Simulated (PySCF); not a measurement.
Structure problem from calculated spectra and properties.

Formula: C6H6OS.

| Item | Value |
| --- | --- |
| 13C NMR | chemical shifts (computed TMS as zero) by class: 191.4 (1 C), 150.7 (1 C), 140.1 (1 C), 138.2 (1 C), 132.6 (1 C), 30.3 (1 C) ppm [GIAO PBE0/pcSseg-1] |
| Dipole | 3.09 D [PBE0/pcSseg-1] |
| Rotational structure | rotational constants A, B, C: 3.548, 1.450, 1.036 GHz [GFN2-xTB] |
| NMR, other nuclei | isotropic shieldings of nuclei other than C and H, by class: -291 (1 O), 274 (1 S) ppm [GIAO PBE0/pcSseg-1] |
| 1H NMR | chemical shifts (computed TMS as zero) by class: 8.19 (1 H), 7.34 (1 H), 7.31 (1 H), 2.55 (3 H) ppm [GIAO PBE0/pcSseg-1] |

Electronic properties: PySCF, gas phase, density fitting. Levels stand in brackets. Geometry: GFN2-xTB, one conformer, isolated molecule. NMR values are class means; diastereotopic atoms form classes of their own.

Problem. Give a SMILES that accounts for the data.

Solution. Numbering: `[CH3:1][C:2](=[O:3])[c:4]1[cH:5][cH:6][cH:7][s:8]1`. Its formula, C6H6OS, gives 4 degrees of unsaturation: 1 ring and 3 π bonds in the structure found (Kekulé form). 6 carbons fall into 6 classes; from least to most shielded: ketone carbonyl carbon [C2] (191.4 ppm), substituted aromatic carbon [C4] (150.7 ppm), aromatic CH next to a ring sulfur [C7] (140.1 ppm), aromatic CH carbon [C5] (138.2 ppm), aromatic CH carbon [C6] (132.6 ppm), methyl carbon next to a carbonyl [C1] (30.3 ppm). Hydrogen classes from least to most shielded: 1 H on an aromatic CH carbon, C5 (8.19 ppm), 1 H on an aromatic CH next to a ring sulfur, C7 (7.34 ppm), 1 H on an aromatic CH carbon, C6 (7.31 ppm), 3 H on a methyl carbon next to a carbonyl, C1 (2.55 ppm, a mean of values up to 0.6 ppm apart in this geometry). The other shieldings belong to: -291 ppm, ketone oxygen [O3]; 274 ppm, thiophene-type sulfur [S8]. By its constants the optimised geometry is an asymmetric top. Structure: `O=C(c1cccs1)C`. Computed isomers that give other values at the same levels: `CC(=O)c1ccsc1` (rotational constant A: 4.293 GHz; this holds for the one conformer computed); `Oc1ccc(S)cc1` (rotational constant A: 5.607 GHz; this holds for the one conformer computed); `CC(=S)c1ccco1` (13C chemical shifts (computed TMS as zero) by class: 232.7 (1 C), 165.8 (1 C), 150.9 (1 C), 128.7 (1 C), 121.4 (1 C), 38.2 (1 C) ppm). The assignments are read from this structure; whether some other isomer fits the data as well wasn't checked.

Shape of the structure used: `[CH3:1][C:2](=[O:3])[c:4]1[cH:5][cH:6][cH:7][s:8]1`: C1–C2–C4–C5 178°.
